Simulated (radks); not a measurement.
Task: Ir II, configuration [Xe] 4f14 5d7 5f1 (not the ground configuration). Method: scalar-relativistic Kohn-Sham, PBEsol, spin-polarised, spherical densities, point nucleus; open shells are filled with parallel spins first (spin-orbit coupling, left out, can overturn this in heavy ions); computed with a radial shooting solver on a logarithmic mesh with Libxc functionals. Some entries of the table are withheld. Estimate them.

| orbital | occ. | eigenvalue (hartree) | <r^2> (bohr^2) |
|---|---|---|---|
| 1s down | 1 | -2797.558 | 0.0004195 |
| 1s up | 1 | -2797.558 | 0.0004195 |
| 2s up | 1 | -489.8184 | 0.006418 |
| 2s down | 1 | -489.8116 | 0.006418 |
| 2p up | 3 | -425.5980 | 0.005365 |
| 2p down | 3 | -425.5924 | 0.005365 |
| 3s up | 1 | -114.9492 | 0.04150 |
| 3s down | 1 | -114.9465 | 0.04150 |
| 3p up | 3 | -96.17557 | 0.04246 |
| 3p down | 3 | -96.17256 | 0.04246 |
| 3d up | 5 | -75.51685 | 0.03517 |
| 3d down | 5 | -75.51191 | 0.03517 |
| 4s up | 1 | -24.91498 | 0.2023 |
| 4s down | 1 | -24.90836 | 0.2023 |
| 4p up | 3 | -18.75800 | 0.2309 |
| 4p down | 3 | -18.75169 | 0.2309 |
| 4d up | 5 | -11.20197 | 0.2650 |
| 4d down | 5 | -11.19455 | 0.2648 |
| 5s up | 1 | -4.13893 | 1.077 |
| 5s down | 1 | -4.08824 | 1.069 |
| 4f up | 7 | -2.80368 | 0.3525 |
| 4f down | 7 | -2.79187 | 0.3497 |
| 5p up | 3 | -2.55463 | 1.458 |
| 5p down | 3 | -2.49068 | 1.445 |
| 5d up | 5 | (1) | 3.057 |
| 5d down | 2 | (2) | 3.132 |
| 5f up | 1 | -0.09529 | (3) |

Result: 
(1) 5d up eigenvalue (hartree): -0.79537
(2) 5d down eigenvalue (hartree): -0.72029
(3) 5f up <r^2> (bohr^2): 76.95
